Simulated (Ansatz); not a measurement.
Consider the isomerisation: `B[SiH2]C(N)O` → `BN[SiH2]CO`.

Computed with Ansatz on PBE0-D4/def2-TZVP structures; ΔE is electronic, products minus reactants. CCSD(T)/CBS adds triple-zeta CCSD(T) − MP2 to the extrapolated MP2 energy (def2 sets, frozen cores). One conformer a species, not always the lowest.

```json
{"species": "`B[SiH2]C(N)O`", "CCSD(T)/def2-TZVPP energy (Eh)": "-486.42379"}
{"species": "`BN[SiH2]CO`", "CCSD(T)/def2-TZVPP energy (Eh)": "-486.52953"}
```

(1) Work out ΔE.

Largest T1 diagnostic among the species: 0.012.

Results:

(1) ΔE = (-486.52953) − (-486.42379) = -0.10574 Eh = -2.88 eV. CCSD(T)/CBS gives -2.88 eV.

From PBE to PBE0 (25 % exact exchange), in def2-TZVPP and without D4, ΔE moves by −0.06 eV.
